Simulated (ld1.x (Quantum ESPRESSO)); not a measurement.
# u(r) = r·R(r): atom against pseudo-atom (La)

Columns: radius, all-electron u(r) and pseudo u(r) of the 4f shell (level -7.40 eV) of lanthanum in the configuration [Kr] 4d10 4f0 5s2 5p6 5d1 6s1.5 6p0; LDA (PZ), scalar-relativistic, TM semilocal scheme, ld1.x (Quantum ESPRESSO) 7.5.

```
r (bohr)  all-electron  pseudo
   0.135        0.0822  0.0156
   0.270        0.3721  0.1842
   0.405        0.6600  0.5555
   0.540        0.8386  0.8763
   0.675        0.9117  0.9760
   0.810        0.9141  0.9398
   0.945        0.8764  0.8790
   1.080        0.8186  0.8186
   1.215        0.7525  0.7525
   1.350        0.6849  0.6849
   1.485        0.6193  0.6193
   1.620        0.5577  0.5577
   1.755        0.5008  0.5008
   1.890        0.4491  0.4491
   2.025        0.4023  0.4023
   2.160        0.3603  0.3603
   2.295        0.3227  0.3227
   2.430        0.2892  0.2892
   2.565        0.2593  0.2593
   2.700        0.2327  0.2327
   2.835        0.2090  0.2090
   2.970        0.1880  0.1880
   3.105        0.1691  0.1691
   3.240        0.1524  0.1524
   3.375        0.1374  0.1374
   3.510        0.1240  0.1240
```

Task: How many radial nodes do the two functions have?

Result: The all-electron 4f function has n − l − 1 = 0; the pseudo-wave has 0.

Task: At about which radius was the pseudo-wave matched?

Result: 1.10 bohr, where the columns begin to agree (steps of 0.14 bohr).

Task: Is the pseudo-wave norm-conserving?

Result: Yes: the TM semilocal scheme keeps the norm inside the radius equal to the all-electron one, which fixes the energy derivative of the logarithmic derivative at the level.
